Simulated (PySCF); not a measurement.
BFH₆O₂Si₂, SMILES OB(O)[SiH2][SiH2]F.

Geometry optimised at r2SCAN-D4/def2-SVP. The structure was generated by enumeration, and PubChem lists no compound with its InChIKey, so it may never have been made. One conformer was computed; it need not be the lowest.

Method: PySCF with TDA-PBE/def2-SVPD.

Vertical excitations. 

Q: Estimate the UV-visible absorptions. (Estimate from the structure and the level; the computed values follow.)

A: 
| state | energy (eV) | λ (nm) | f | main pairs |
|---|---|---|---|---|
| S1 | 5.44 | 228 | 0.043 | HOMO→LUMO 89 % |
| S2 | 5.77 | 215 | 0.008 | HOMO−1→LUMO 85 % |
| S3 | 5.99 | 207 | 0.058 | HOMO→LUMO+1 55 %, HOMO→LUMO+3 37 % |
| S4 | 6.15 | 202 | 0.002 | HOMO→LUMO+2 86 % |
| S5 | 6.24 | 199 | 0.044 | HOMO→LUMO+3 54 %, HOMO→LUMO+1 25 %, HOMO−1→LUMO 9 % |
| S6 | 6.33 | 196 | 0.000 | HOMO−3→LUMO 59 %, HOMO−2→LUMO 37 % |
| S7 | 6.58 | 188 | 0.006 | HOMO−2→LUMO 43 %, HOMO−3→LUMO 32 %, HOMO−2→LUMO+1 12 % |
| S8 | 6.64 | 187 | 0.021 | HOMO−1→LUMO+1 72 %, HOMO−1→LUMO+3 22 % |
| S9 | 6.79 | 183 | 0.001 | HOMO→LUMO+4 44 %, HOMO−1→LUMO+2 38 %, HOMO−4→LUMO 14 % |
| S10 | 6.90 | 180 | 0.100 | HOMO−1→LUMO+3 66 %, HOMO−1→LUMO+1 14 %, HOMO→LUMO+5 10 % |
| T1 | 4.55 | 273 | 0 | HOMO→LUMO 98 % |
| T2 | 5.32 | 233 | 0 | HOMO−1→LUMO 95 % |
| T3 | 5.53 | 224 | 0 | HOMO→LUMO+1 89 % |
| T4 | 5.75 | 215 | 0 | HOMO→LUMO+2 95 % |
Triplets are in the Tamm–Dancoff approximation.
